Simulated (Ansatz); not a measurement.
CH4BrInO, SMILES `O[CH2][InH][Br]` at its PBE0-D4/def2-TZVP geometry, where that method's forces vanish. The species carries charge 0 and has multiplicity 1. In takes the def2 core potential.

```xyz
8

O     1.3488   -0.8748    0.4249
C     0.0930   -0.9919   -0.1834
In   -0.7917    0.9623   -0.5207
Br    0.2852    2.2738    1.3481
H     1.3112   -0.1930    1.1078
H    -0.6146   -1.5795    0.4172
H     0.2253   -1.5065   -1.1365
H    -1.8573    1.9096   -1.4574
```

Question: What forces (eV/Å) does PBE-D4/def2-TZVPP give on these atoms in Ansatz? (An estimate is asked.)

Answer: The calculation gave: 
```
O1   0.437 -0.305 -0.173
C2  -0.064 -0.081  0.001
In3 -0.153 -0.020 -0.161
Br4  0.111  0.100  0.168
H5  -0.029  0.358  0.359
H6  -0.204 -0.097  0.113
H7   0.012 -0.089 -0.221
H8  -0.110  0.133 -0.087
```
